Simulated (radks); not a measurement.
Q: The chlorine ion Cl5+, configuration [Ne] 3s2. Method: non-relativistic Kohn-Sham, LDA (Slater exchange, Perdew-Wang correlation), spin-unpolarised, spherical densities, point nucleus; computed with a radial shooting solver on a logarithmic mesh with Libxc functionals. Some entries of the table are withheld. Estimate them.

| orbital | occ. | eigenvalue (Ry) | <1/r> (bohr^-1) | r(max) (bohr) |
|---|---|---|---|---|
| 1s | 2 | -207.2440 | (1) | 0.06007 |
| 2s | 2 | -24.55442 | 3.293 | 0.3637 |
| 2p | 6 | -20.29697 | 3.218 | 0.3006 |
| 3s | 2 | -6.56069 | 1.067 | (2) |

A: 
(1) 1s <1/r> (bohr^-1): 16.51
(2) 3s r(max) (bohr): 1.182
